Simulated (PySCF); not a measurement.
Structure from 2D NMR

Compound of formula C$_{6}$H$_{6}$ClFO. Correlations simulated from computed shifts and the bond graph:

HSQC (one-bond C–H):
```csv
δH,δC
10.43,189.4
9.11,163.1
7.78,161.1
2.48,16.2
```

COSY cross peaks (H two or three bonds apart, from the bond graph; peaks can be absent where the dihedral angle is near 90°):
```csv
δH,δH
7.78,2.48
```

HMBC (two and three bonds, from the bond graph):
```csv
δH,δC
10.43,"161.1, 135.6, 124.2"
9.11,"135.6, 124.2"
7.78,"189.4, 135.6, 124.2, 16.2"
2.48,"161.1, 135.6"
```

Carbons without hydrogens: δ 135.6, 124.2.

Calculated, not measured (PySCF): structure optimised with GFN2-xTB, shielding tensors at PBE0/pcSseg-1 (GIAO). Fast rotation and ring inversion assumed for equivalent nuclei, one conformer, isolated molecule, non-relativistic Hamiltonian.

Shifts are taken against calculated references (same method and geometry level): 1H and 13C vs TMS.

Exchangeable hydrogens are left out of these lists.

Question: Work out the connectivity.

Answer: `O=CC(=C\C)/C(Cl)=C/F`.

Numbering as in the mapped SMILES `[CH3:1]/[CH:2]=[C:3]([CH:4]=[O:5])/[C:6]([Cl:7])=[CH:8]/[F:9]` (H(Xn): hydrogen on atom n).

δC 189.4 is C4, an aldehyde carbonyl carbon (δH 10.43). δC 163.1 is C8, an alkene CH (δH 9.11). δC 161.1 is C2, a β carbon of a C=C–C=O unit (δH 7.78). δC 135.6 is C3, an α carbon of a C=C–C=O unit. δC 124.2 is C6, a fully substituted alkene carbon. δC 16.2 is C1, an allylic methyl carbon (δH 2.48). HMBC from δH 10.43 reaches the proton-free carbons C3, C6. HMBC from δH 9.11 reaches the proton-free carbons C3, C6. HMBC from δH 7.78 reaches the proton-free carbons C3, C6. HMBC from δH 2.48 reaches the proton-free carbon C3. COSY links 7.78–2.48.

This is the structure that produced the data.

Carbons that carry Cl, above all several Cl atoms, come out too deshielded, partly because spin–orbit coupling is missing. Shifts are as computed. Against solution values, carbons near 30 ppm lie about +3 ppm off and those near 130 ppm about +5 ppm; carbons on Cl a further +6 ppm. Of 1211 compounds with measured shifts, 218 miss one by over three times the rms of a fit or turn the order of signals round; such compounds aren't used in these exercises.
